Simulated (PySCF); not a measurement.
Al(H)2(OiPr) (C3H9AlO), SMILES CC(C)[O][AlH2].

Geometry optimised at PBE0-D3(BJ)/def2-SVP. The structure was generated by enumeration; whether it is a known compound was not checked. One conformer was computed; it need not be the lowest.

Two levels are set side by side: PBE/def2-TZVP (PySCF) and B3LYP/def2-TZVP (PySCF). Same geometry, gas phase. Differences are taken from unrounded values.

```tsv
quantity	PBE
orbital gap (eV)	4.64
highest occupied level (eV)	-6.34
lowest empty level (eV)	-1.71
dipole moment (D)	1.11
mean polarisability (bohr³)	71.2
```

Question: These are the PBE values. What does B3LYP give? (The exact figures need the calculation; the answer reports its results.)

Answer: 
| quantity | B3LYP | PBE minus B3LYP |
|---|---|---|
| orbital gap (eV) | 6.40 | -1.76 |
| highest occupied level (eV) | -7.55 | 1.21 |
| lowest empty level (eV) | -1.16 | -0.55 |
| dipole moment (D) | 1.10 | 0.01 |
| mean polarisability (bohr³) | 68.0 | 3.1 |

PBE's occupied levels lie high since its potential decays too fast outside the molecule; exact exchange lowers them and widens the gap. PBE's more diffuse valence density responds more strongly to a field. Differences between two approximate levels are no errors against the true value.

Rough cost on one machine, each run with all the roots and properties that it gave: B3LYP against PBE within a factor of 2.
